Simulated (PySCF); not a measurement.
C2H7BOS, SMILES COB(C)S.

Coordinates come from a B3LYP-D3(BJ)/def2-SVP optimisation. The structure was generated by enumeration, and PubChem lists no compound with its InChIKey, so it may never have been made. Other conformers were not sampled.

Method: PBE/def2-TZVP in PySCF.

Computed frontier levels, gap, dipole moment and polarisability:
```
Item                                                                                                           Result
---------------------------------------------------------------------------------------------  ----------------------
highest occupied level                                                                                       -6.33 eV
lowest empty level                                                                                           -0.59 eV
orbital gap                                                                                                   5.74 eV
dipole moment                                                                                                  0.18 D
quadrupole, principal values (traceless, Buckingham form, about the centre of nuclear charge)  -5.72, -2.38, 8.09 D·Å
mean static polarisability                                                                       64.1 bohr³ (9.50 Å³)
polarisability, principal values                                                               49.9, 69.5, 72.8 bohr³
```
